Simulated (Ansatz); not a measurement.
Compare A (`CC[Te][SiH3]`) with its isomer B (`CC([SiH3])[TeH]`).

Computed with Ansatz on PBE0-D4/def2-TZVP structures; ΔE is electronic, products minus reactants. CCSD(T)/CBS adds triple-zeta CCSD(T) − MP2 to the extrapolated MP2 energy (def2 sets, frozen cores). Functionals use def2-TZVPP. def2 core potentials past Kr. For Te outer-core shells are correlated without core-valence functions, which leaves a few kJ/mol of doubt a bond. One conformer a species, not always the lowest.

(1) Which is lower in electronic energy at CCSD(T)/CBS, and by how much? (An estimate is asked.)

(2) Give E(B) − E(A) in kcal/mol with r2SCAN-D4, MP2/def2-TZVPP, ωB97M-V, CCSD(T)/def2-TZVPP, HF/def2-TZVPP, B2PLYP, CCSD/def2-TZVPP. (Estimate.)

Largest T1 diagnostic: 0.011.

Answers

(1) Computed: A, by 14.6 kcal/mol.

(2) Computed: r2SCAN-D4 15.5, MP2/def2-TZVPP 14.4, ωB97M-V 14.0, CCSD(T)/def2-TZVPP 13.6, HF/def2-TZVPP 16.6, B2PLYP 15.3, CCSD/def2-TZVPP 13.9. None reverses the order clearly.

The D4 term adds −1.3 kcal/mol with B3LYP and −0.7 kcal/mol with PBE0; it sums over pairs of atoms, weighted by their polarisabilities, and B3LYP, whose exchange is more repulsive, gets the larger term. In def2-TZVPP, CCSD(T) changes the Hartree–Fock value by −3.0 kcal/mol (the triples alone add −0.3 kcal/mol) and MP2 by −2.2 kcal/mol.

B3LYP here is the variant with VWN-RPA as its local correlation; programs differ in this.
